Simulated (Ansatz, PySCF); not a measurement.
PySCF was given this input:
```python
from pyscf import gto, scf, dft

mol = gto.M(
    atom='''
As    0.00400000   -0.00260000    0.65880000
H    -0.72090000   -0.97200000   -0.22550000
H    -0.48990000    1.11570000   -0.20830000
H     1.20680000   -0.14110000   -0.22500000
''',
    basis='def2-svpd',
    spin=2,
    verbose=4,
)

mf = dft.UKS(mol)
mf.xc = 'b3lyp5'
mf.grids.atom_grid = (99, 590)
mf.grids.prune = None
mf.kernel()
```

**Question.** Give the equivalent Ansatz (a quantum-chemistry and plane-wave program) input.

**Answer.** This is not unique; one that fits is 
Ansatz 0.2 input:
```yaml
crystal:
  periodic: [false, false, false]
  atoms:
    - {symbol: As, position_ang: [0.00400000, -0.00260000, 0.65880000]}
    - {symbol: H, position_ang: [-0.72090000, -0.97200000, -0.22550000]}
    - {symbol: H, position_ang: [-0.48990000, 1.11570000, -0.20830000]}
    - {symbol: H, position_ang: [1.20680000, -0.14110000, -0.22500000]}
basis:
  gaussian:
    orbitals: def2-SVPD
hamiltonian:
  xc: b3lyp5
magnetization: {spin_polarized: true, initial_magnetization: 2}
accuracy: high
```

Both were run: PySCF gave -2237.062416 Eh and Ansatz -2237.062416 Eh, 0.000 mEh apart.
